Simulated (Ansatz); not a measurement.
Single points on the cluster ZnB7⁻.

```yaml
crystal:
  periodic: [false, false, false]
  atoms:
    - {symbol: Zn, position_ang: [-1.353767, -0.770550, -0.084304]}
    - {symbol: B, position_ang: [0.998484, -1.067848, -0.022391]}
    - {symbol: B, position_ang: [-0.194272, -2.401934, -0.129678]}
    - {symbol: B, position_ang: [-0.857255, 2.835814, 0.118541]}
    - {symbol: B, position_ang: [0.627269, 0.543997, 0.048026]}
    - {symbol: B, position_ang: [-1.028516, 1.307134, 0.033667]}
    - {symbol: B, position_ang: [1.323312, -2.570954, -0.088515]}
    - {symbol: B, position_ang: [0.484735, 2.124322, 0.124653]}
basis:
  gaussian: {orbitals: def2-TZVPD, initial_orbitals: start.molden}
total_charge: -1
hamiltonian: {xc: {name: PBE-QIDH}}
correlation: {frozen_orbitals: {B: 1, Zn: 9}}
scf: {omitted_lower_state_checks: [starts]}
```

The file start.molden holds the orbitals of an earlier run on this structure, at another level or in another basis.

```sh
$ ansatz run in.yaml --threads 4 --pin off --events-out ev --progress --plain --max-ram 4787MiB
```

Output, abridged:

```
Functional definition: PBE-QIDH
2008 factors; integrals over basis functions are off by at most 7.4e-4 eV
mean field evaluation 1: about -53113.1788 eV, gradient 1.9e1 eV
mean field evaluation 2: about -53113.7586 eV, gradient 8.4e-1 eV
mean field evaluation 4: about -53114.6986 eV, gradient 5.6e-2 eV
mean field evaluation 8: about -53114.6989 eV, gradient 1.6e-6 eV
mean field -53114.69885195 eV, -1951.9291803731 hartree, gradient 2.7e-6 eV, S^2 0.000000; 0 other end points of the search recorded, 0 dependent functions left out; unrestricted orbitals would lower it
16 core orbitals not correlated: weight in the atoms' cores, before any rotation towards them, 1.000 or more for the frozen orbitals, at most 0.000 for the correlated occupied ones
reference -53114.69886848 eV, -1951.9291809805 hartree; 17, 17 occupied and 277, 277 virtual orbitals, 2008 factors
second order -36.14381252 eV of doubles, -0.00000000 eV of singles
Total energy: -53126.74680598 eV, -1952.3719345175 hartree
Checks for a lower state left out: starts
```

Hardware: 4 threads of Intel Xeon Platinum 8259CL on a shared host. Wall time 16 s, peak host memory 1.1 GiB.

Geometry: PBE0-D4/def2-SVPD.

Correlated methods freeze 16 core orbitals. The restricted singlet (for correlated methods, its reference) is unstable: a solution with broken spin symmetry lies lower. The geometry of the singlet was relaxed on an unsound state (restricted singlet, unstable towards broken spin symmetry at other levels and untested here). Another isomer (singlet) lies 1.41 eV lower at PBE0-D4/def2-TZVPD; other spin states weren't run for this one.
